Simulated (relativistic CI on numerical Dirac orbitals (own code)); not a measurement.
Hyperfine structure of Nd XL, mass number 143

Method of calculation: Dirac-Coulomb-Breit CI, orbitals from a KLI potential per configuration, model QED, unscaled Slater integrals (own radial code, finite nucleus).

CI space (outside the closed core [Ne]): 3s²3p⁶3d³, 3s²3p⁵3d⁴, 3s3p⁶3d⁴, 3s²3p⁶3d²4s, 3s²3p⁶3d²4p, 3s²3p⁶3d²4d, 3s²3p⁵3d³4s, 3s²3p⁶3d²4f, 3s²3p⁵3d³4p, 3s3p⁶3d³4s, 3p⁶3d⁴4p, 3p⁶3d⁵, 3p⁵3d⁶, 3p⁵3d⁵4s, 3p⁶3d⁴4s, 3p⁵3d⁴4s², 3s²3p⁶3d4s², 3s²3p⁶4s²4p, 3s²3p⁶4s²4d. Double excitations out of closed p, d and f shells are left out; levels of such configurations are missing from the list, as are those of other unlisted configurations, and high levels can miss mixing partners. These lack a partner that the ground configuration has and come out too high: 3s²3p⁵3d³4p.

Nuclear spin I = 7/2, μ = -1.065 μN, Q = -0.61 b (tables of Stone and Pyykkö). The electronic factors are computed for point nuclear moments, without core polarisation or the Bohr-Weisskopf and QED corrections.

```json
{"Level": "3s²3p⁶3d³ ⁴F3/2", "E (cm⁻¹)": "0", "A (MHz)": "-14900", "B (MHz)": "15400"}
{"Level": "3s²3p⁶3d³ ⁴F5/2", "E (cm⁻¹)": "164562", "A (MHz)": "-8774", "B (MHz)": "8510"}
{"Level": "3s²3p⁶3d³ ⁴P1/2", "E (cm⁻¹)": "243647", "A (MHz)": "5297", "B (MHz)": ""}
{"Level": "3s²3p⁶3d³ ⁴P5/2", "E (cm⁻¹)": "363372", "A (MHz)": "-5028", "B (MHz)": "-23100"}
{"Level": "3s²3p⁶3d³ ⁴F7/2", "E (cm⁻¹)": "392586", "A (MHz)": "-7726", "B (MHz)": "-1570"}
{"Level": "3s²3p⁶3d³ ⁴F9/2", "E (cm⁻¹)": "414545", "A (MHz)": "-7624", "B (MHz)": "-7830"}
{"Level": "3s²3p⁶3d³ ²P1/2", "E (cm⁻¹)": "467954", "A (MHz)": "1756", "B (MHz)": ""}
{"Level": "3s²3p⁶3d³ ²H11/2", "E (cm⁻¹)": "478719", "A (MHz)": "-8469", "B (MHz)": "-38700"}
```

Levels with J = 0, under 50 % of one LS term, or S terms without an open s electron are left out. Small factors come from cancelling terms and can be off by tens of per cent or more.

At this charge energies of transitions that change n are usually good to better than 1 %, and those within a shell (Δn = 0) to a few per cent. Terms inside the open d or f shell come out 10 to 20 % too wide with unscaled integrals.

**Question.** Give the hyperfine levels of 3s²3p⁶3d³ ⁴F3/2 relative to its centre of gravity.

**Answer.** With K = F(F + 1) − I(I + 1) − J(J + 1), E = AK/2 + B[¾K(K + 1) − I(I + 1)J(J + 1)]/[2I(2I − 1)J(2J − 1)]: F = 2: 108800, F = 3: 53120, F = 4: -10850, F = 5: -74360 MHz.

LS names give the leading component of a level, which can be under half, so a name can repeat, a term be missing and a line seem to break the LS rules.
